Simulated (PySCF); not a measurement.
Potential energy of KCa along the bond

Set-up: basis K x2c-SVPall, Ca x2c-SVPall; spin-free X2C with a Gaussian nucleus; PySCF 2.14. Energies in eV from K + Ca in their ground configurations at the same level. State: ²Σ⁺ (doublet), unpaired electrons σ ↑.

| R (Å) | r²SCAN | ROHF |
| --- | --- | --- |
| 3.668 | -0.1428 | 0.3377 |
| 3.838 | -0.2145 | 0.2326 |
| 4.009 | -0.2545 | 0.1581 |
| 4.137 | -0.2690 | 0.1173 |
| 4.265 | -0.2737 | 0.0864 |
| 4.393 | -0.2711 | 0.0633 |
| 4.564 | -0.2597 | 0.0413 |
| 4.777 | -0.2377 | 0.0239 |
| 5.033 | -0.2061 | 0.0121 |
| 5.374 | -0.1627 | 0.0046 |

Task: Put a parabola through the three lowest points of the r²SCAN curve and estimate Re, k and ωe (reduced mass 19.73 u; 1 eV/Å² = 0.16022 mdyn/Å; ωe = 1302.8·√(k/μ) cm⁻¹).

Result: Through R = 4.137, 4.265, 4.393 Å the second-order coefficient is 0.223 eV/Å², so Re ≈ 4.283 Å, k ≈ 0.0714 mdyn/Å and ωe ≈ 78 cm⁻¹. A polynomial fit of higher order to the unrounded r²SCAN energies gives Re = 4.277 Å, k = 0.0690 mdyn/Å, ωe = 77.1 cm⁻¹; anharmonicity and rounding make the difference.

The higher-order fit for each curve: r²SCAN: Re = 4.277 Å, ωe = 77.1 cm⁻¹, De = 0.274 eV. ROHF gives no reliable minimum on this grid.

The bond is weak. Basis-set superposition, not corrected here, can be much of De in a small basis, most of all at correlated wavefunction levels. Functionals without a dispersion term scatter widely for such bonds, and LDA overbinds them. The state was picked by a PBE0 search and need not be the measured ground state.
